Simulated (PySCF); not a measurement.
Ligands exchanged one at a time, Al I-SH. All species are isolated molecules in the gas phase. One relaxed conformer stands for each flexible species; it need not be the lowest. Strings in code marks are SMILES.

Calculation: PySCF with B3LYP-D3(BJ)/def2-TZVP. B3LYP has the VWN-RPA correlation part, as in Gaussian. Delta-SCF ions had no search for a lower state. Excitations are Tamm–Dancoff values on a coarser integration grid. The basis has no diffuse functions, so Rydberg states are missing or too high.

| species | vertical ionisation energy (Delta-SCF) (eV) | S1–T1 gap (TDA) (eV) | LUMO (eV) | HOMO–LUMO gap (eV) |
|---|---|---|---|---|
| 0 of 3 I replaced by SH (`[I][Al]([I])[I]`) | [?] | 0.27 | -2.21 | 5.26 |
| 1 of 3 I replaced by SH (`[SH][Al]([I])[I]` (H–S–Al–I torsion 180°)) | 9.58 | 0.32 | [?] | [?] |
| 2 of 3 I replaced by SH (`[SH][Al]([I])[SH]` (H–S–Al–I torsion 0°, I–Al–S–H torsion 0°)) | 9.53 | 0.22 | -1.44 | 6.13 |
| 3 of 3 I replaced by SH (`[SH][Al]([SH])[SH]`) | 9.50 | [?] | -0.89 | 6.56 |

**Question.** Some entries are withheld; supply them.

**Answer.** 
- 0 of 3 I replaced by SH (`[I][Al]([I])[I]`), vertical ionisation energy (Delta-SCF) (eV): 9.28
- 1 of 3 I replaced by SH (`[SH][Al]([I])[I]` (H–S–Al–I torsion 180°)), LUMO (eV): -1.81
- 1 of 3 I replaced by SH (`[SH][Al]([I])[I]` (H–S–Al–I torsion 180°)), HOMO–LUMO gap (eV): 5.80
- 3 of 3 I replaced by SH (`[SH][Al]([SH])[SH]`), S1–T1 gap (TDA) (eV): 0.24
